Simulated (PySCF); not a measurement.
A GIAO shielding run with PySCF 2.14 (density fitting, non-relativistic, gas phase) on `CS[Si@@H](Cl)/C=C/[SiH3]`, C₃H₉ClSSi₂:

```
$ OMP_NUM_THREADS=1 python probes_run.py task.json out

{"job": {"kind": "nmr", "xc": "PBE0", "basis": "pcSseg-1"}, "charge": 0, "multiplicity": 1}
C     -3.495464    -0.569360     0.006450
S     -1.726036    -0.973147    -0.124855
Si    -0.884797     1.005168    -0.021167
Cl    -1.533785     1.955984     1.651066
C      0.977821     0.794988    -0.003902
C      1.616803    -0.367609    -0.121119
Si     3.488414    -0.586243    -0.113672
H     -3.797846     0.026851    -0.848839
H     -3.680420    -0.032694     0.931602
H     -4.029242    -1.513377     0.008629
H     -1.388420     1.760977    -1.164754
H      1.560521     1.702145     0.106263
H      1.012998    -1.262531    -0.227711
H      3.871031    -1.368999     1.062774
H      3.879795    -1.297163    -1.332858
H      4.121027     0.733954    -0.074552
```

Hardware: 1 thread of an Arm Neoverse N1, shared host. The job also computes population analyses, field gradients.

Task: How large is the calculation?

Result: 88 electrons, 192 basis functions and 1091 auxiliary functions.

Task: How long does it take, and how much memory does it need?

Result: 73 s of wall time, with 14 SCF cycles and 5 response iterations; peak memory 0.91 GiB. Times on a shared host scatter by some tens of per cent.
